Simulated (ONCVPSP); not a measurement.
## Scattering properties, ONCV potential for erbium

| Item | Value |
| --- | --- |
| Element | erbium |
| Generator | ONCVPSP 4.0.1 |
| Type | optimised norm-conserving Vanderbilt (ONCV) |
| Functional | PBEsol |
| Relativity | scalar-relativistic |
| Frozen core | [Kr] 4d10 |
| Valence charge | 22 |
| Reference configuration | 4f12 5s2 5p6 6s2 |
| Partial waves | 5s+6s: rc 1.70 bohr, ncon 4, nbas 7, qcut 6.4 1/bohr, 2 projectors; 5p: rc 2.20 bohr, ncon 3, nbas 7, qcut 7.9 1/bohr, 2 projectors, debl 0.9 Ha; d scattering state at 0.04 Ha: rc 1.90 bohr, ncon 3, nbas 7, qcut 5.3 1/bohr, 2 projectors, debl 3.6 Ha; 4f: rc 1.35 bohr, ncon 4, nbas 8, qcut 15.3 1/bohr, 2 projectors, debl 1.6 Ha |
| Local potential | polynomial inside 0.85 bohr (lpopt 5, dvloc0 0 Ha) |
| Core correction | polynomial model core, fcfact 0.7 |

In the p channel the program set the typed energies aside and used -0.971, 0.250 Ha. In the d channel the program set the typed energies aside and used 0.050, 3.650 Ha.

The phase is arctan(r·R′/R) of the radial function R(r), unwrapped; energies in Ha, scanned from -3 to 5 Ha. A pole is an energy at which the radial function vanishes at the test radius. The pseudo phase is shifted by a multiple of π to meet the all-electron one at the reference energy, and phase errors are pseudo minus all-electron; the curves can meet again beyond the range given. Levels narrower than the energy grid can be missing from the lists of poles.

**Question.** For each channel, where are the poles, and over which energies does the pseudopotential scatter like the atom?

**Answer.**

| channel | radius (bohr) | reference energy (Ha) | poles, all-electron | poles, pseudo | unbroken range about the reference energy with phases within 0.05 rad | phase error 1 Ha above the reference energy (rad) |
| --- | --- | --- | --- | --- | --- | --- |
| s | 1.72 | -0.14 | -1.05 | -1.05 | the whole range | -0.000 |
| p | 2.23 | -0.97 | -0.62, 4.42 | -0.62, 4.44 | the whole range | -0.000 |
| d | 1.93 | 0.05 | 1.76 | 1.75 | the whole range | -0.000 |
| f | 1.37 | -0.12 | 0.34 | 0.34 | the whole range | +0.000 |

Note: ghosts flagged at negative energy: s at -308.5 eV; GHOST(+) flagged for p at 16.1 eV, d at 222.4 eV. A true bound ghost makes a file unfit for plane-wave use.

Phases in the s channel:

```tsv
E (Ha)	all-electron	pseudo
-2.98	0.590	0.590
-2.54	-0.355	-0.355
-2.10	-1.122	-1.122
-1.66	-1.402	-1.402
-1.22	-1.535	-1.535
-0.78	-1.619	-1.619
-0.34	-1.685	-1.685
0.10	-1.747	-1.747
0.54	-1.814	-1.814
0.98	-1.900	-1.900
1.42	-2.024	-2.025
1.86	-2.238	-2.239
2.30	-2.657	-2.662
2.74	-3.357	-3.368
3.18	-3.925	-3.934
3.62	-4.212	-4.220
4.06	-4.364	-4.370
4.50	-4.456	-4.462
4.94	-4.517	-4.523
```
